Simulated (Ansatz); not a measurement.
Stepwise reaction of `[F][Ge]([F])([Cl])[Cl]` with hydrogen sulfide, as a gas-phase model of exchange steps in deposition or etching. ΔE in kJ/mol; ΔG adds harmonic PBE0-D4 terms to CCSD(T)/CBS, at 1 bar.

Computed with Ansatz on PBE0-D4/def2-TZVP structures; ΔE is electronic, products minus reactants. CCSD(T)/CBS is the MP2 limit (def2-TZVPP, def2-QZVPP) plus CCSD(T) − MP2 in def2-TZVPP, frozen cores. This one scheme is used for every species. DFT in def2-TZVPP. B3LYP here is the variant with VWN-RPA as its local correlation; programs differ in this. For Ge outer-core shells are correlated without core-valence functions, which leaves a few kJ/mol of doubt a bond. Scalar relativity is left out up to krypton. One conformer a species, not always the lowest.

| step | reaction | PBE-D4 | B3LYP-D4 | ωB97M-V | CCSD(T)/CBS | ΔG(400 K) |
| --- | --- | --- | --- | --- | --- | --- |
| 1 | `[F][Ge]([F])([Cl])[Cl]` + H₂S → `[F][Ge]([SH])([Cl])[Cl]` + H–F | -1.1 | 6.3 | 9.7 | 2.1 | 6.9 |

Task: Give the row of step 2, `[F][Ge]([SH])([Cl])[Cl]` + H₂S → `[SH][Ge]([SH])([Cl])[Cl]` + H–F. (Estimate.)

Result: Computed: 
| step | reaction | PBE-D4 | B3LYP-D4 | ωB97M-V | CCSD(T)/CBS | ΔG(400 K) |
| --- | --- | --- | --- | --- | --- | --- |
| 2 | `[F][Ge]([SH])([Cl])[Cl]` + H₂S → `[SH][Ge]([SH])([Cl])[Cl]` + H–F | 3.7 | 11.1 | 14.5 | 5.2 | 16.1 |

Task: By hand: ΔE of the 2 steps together at CCSD(T)/CBS.

Result: (2.1) + (5.2) = 7.3 kJ/mol, or 3.7 kJ/mol a step.

In ΔE the steps differ by no more than 3.1 kJ/mol. ΔG lies between 6.9 and 16.1 kJ/mol a step. PBE-D4 differs from CCSD(T)/CBS by -3.2 to -1.5 kJ/mol a step. Isolated molecules leave out the surface, adducts and barriers. Largest T1 diagnostic: 0.011.
